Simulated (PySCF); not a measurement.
Cl3GeH3Si, SMILES [Cl][Ge]([SiH3])([Cl])[Cl].

Geometry optimised at B3LYP-D3(BJ)/def2-SVP.

All values below come from M06-2X/def2-TZVP (PySCF).

The molecule is in vacuum.

Computed frontier levels, gap, dipole moment and polarisability:
| Item | Result |
|---|---|
| highest occupied level | -9.79 eV |
| lowest empty level | -0.63 eV |
| orbital gap | 9.16 eV |
| dipole moment | 3.06 D |
| quadrupole, principal values (traceless, Buckingham form, about the centre of nuclear charge) | -3.34, -3.34, 6.69 D·Å |
| mean static polarisability | 93.7 bohr³ (13.88 Å³) |
| polarisability, principal values | 91.1, 91.1, 98.8 bohr³ |
